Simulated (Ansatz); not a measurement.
Frontier orbitals of C₂H₄BClO.

Z-matrix (Å, degrees):
```
B
Cl 1 1.946
C 1 1.554 2 80.8
H 1 1.196 2 109.9 3 -112.6
H 1 1.195 2 110.8 3 112.7
C 3 1.442 1 154.9 2 -73.2
O 3 1.287 1 139.4 2 96.5
H 6 1.084 3 119.7 1 -88.8
H 6 1.082 3 119.5 1 74.4
```

Charge 0, multiplicity 1. The bonds changed during the relaxation, so this is another structure than the one it started from. All single points use the PBE0-D4/def2-TZVP geometry. Basis def2-TZVPP, the Gaussian-basis code of Ansatz.

Orbital energies of one run (eV). Highest occupied ones, from the top: -7.56, -8.03, -9.11, -9.45, -10.03, -10.88, -11.48, -13.44, -14.94, -15.32, -17.84, -20.12, -22.23, -32.71. Empty: -2.60, -0.02, 1.18, 1.57, 2.25, 2.85.

Task: Which functional gave them?
A. r2SCANh
B. BLYP
C. PBE
D. r2SCAN0

Result: A. HOMO energies: r2SCANh -7.56, r2SCAN0 -8.31, PBE -6.75, BLYP -6.63 eV.
